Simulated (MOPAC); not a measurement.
MOPAC input (PM7):

```
PM7 1SCF GEO-OK AUX(PRECISION=9) THREADS=1
C4H2

C    -0.00000000 1   -0.00000000 1   -1.88659538 1
C    -0.00000000 1   -0.00000000 1   -0.68177999 1
C     0.00000000 1    0.00000000 1    0.68177999 1
C     0.00000000 1    0.00000000 1    1.88659538 1
H    -0.00000000 1   -0.00000000 1   -2.94883252 1
H     0.00000000 1    0.00000000 1    2.94883252 1
```

From the output:

```
                                                       MOPAC v23.2.5 Linux

          FINAL HEAT OF FORMATION =        113.57185 KCAL/MOL =     475.18463 KJ/MOL

          COSMO AREA              =         98.59 SQUARE ANGSTROMS
          COSMO VOLUME            =         80.05 CUBIC ANGSTROMS

          IONIZATION POTENTIAL    =         10.560623 EV
          HOMO LUMO ENERGIES (EV) =        -10.561  0.282
          NO. OF FILLED LEVELS    =          9
          MOLECULAR WEIGHT        =         50.0598         POINT GROUP:  D*h

          MOLECULAR DIMENSIONS (Angstroms)

            Atom       Atom       Distance
            H     6    H     5     5.89767
            H     6    H     5     0.00000
            C     1    C     2     0.00000

          SCF CALCULATIONS        =          1

   ATOM   CHEMICAL          X               Y               Z
  NUMBER   SYMBOL      (ANGSTROMS)     (ANGSTROMS)     (ANGSTROMS)

     1       C         -0.00000000  *  -0.00000000  *  -1.88659538  *
     2       C         -0.00000000  *  -0.00000000  *  -0.68177999  *
     3       C          0.00000000  *   0.00000000  *   0.68177999  *
     4       C          0.00000000  *   0.00000000  *   1.88659538  *
     5       H         -0.00000000  *  -0.00000000  *  -2.94883252  *
     6       H          0.00000000  *   0.00000000  *   2.94883252  *

                             CARTESIAN COORDINATES

   1    C       -0.000000000    -0.000000000    -1.886595380
   2    C       -0.000000000    -0.000000000    -0.681779990
   3    C        0.000000000     0.000000000     0.681779990
   4    C        0.000000000     0.000000000     1.886595380
   5    H       -0.000000000    -0.000000000    -2.948832520
   6    H        0.000000000     0.000000000     2.948832520

           Empirical Formula: C4 H2  =     6 atoms

      MOLECULAR POINT GROUP   :   D*h

                  EIGENVALUES
 -27.46866 -26.31425 -21.39131 -17.65666 -15.89736 -13.41118 -13.41118 -10.56062
 -10.56062   0.28224   0.28224   2.46663   2.46663   4.24551   5.42652   5.77225
   6.34532   6.73088

              NET ATOMIC CHARGES AND DIPOLE CONTRIBUTIONS

  ATOM NO.   TYPE          CHARGE      No. of ELECS.   s-Pop       p-Pop
    1          C          -0.153141        4.1531     1.14468     3.00846
    2          C          -0.046223        4.0462     1.06300     2.98322
    3          C          -0.046223        4.0462     1.06300     2.98322
    4          C          -0.153141        4.1531     1.14468     3.00846
    5          H           0.199364        0.8006     0.80064
    6          H           0.199364        0.8006     0.80064
 DIPOLE           X         Y         Z       TOTAL
 POINT-CHG.     0.000     0.000     0.000     0.000
 HYBRID        -0.000    -0.000    -0.000     0.000
 SUM           -0.000    -0.000     0.000     0.000

          ATOMIC ORBITAL ELECTRON POPULATIONS

     Atom    s        px        py        pz
    1  C   1.14468   0.98653   0.98653   1.03540
    2  C   1.06300   1.01347   1.01347   0.95628
    3  C   1.06300   1.01347   1.01347   0.95628
    4  C   1.14468   0.98653   0.98653   1.03540
    5  H   0.80064
    6  H   0.80064

 **********************
 *                    *
 * JOB ENDED NORMALLY *
 *                    *
 **********************

 == MOPAC DONE ==
```

The geometry given is a B3LYP-D3(BJ)/def2-TZVP minimum.
